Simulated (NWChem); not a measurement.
CH5ISi; SMILES I[SiH2]C

Program: NWChem. The level has its own optimisation; frequencies are unscaled.

Question: Predict the results for B3LYP/3-21G (all-electron, non-relativistic). Quantities: r C–Si (Å); r I–Si (Å); r H–Si (Å); highest harmonic frequency (cm⁻¹); lowest (cm⁻¹); zero-point energy (kcal/mol).

Answer: 
```
Property                           Result
---------------------------------  ------
r C–Si (Å)                          1.907
r I–Si (Å)                          2.606
r H–Si (Å)                          1.493
highest harmonic frequency (cm⁻¹)    3150
lowest (cm⁻¹)                         148
zero-point energy (kcal/mol)         34.4
```
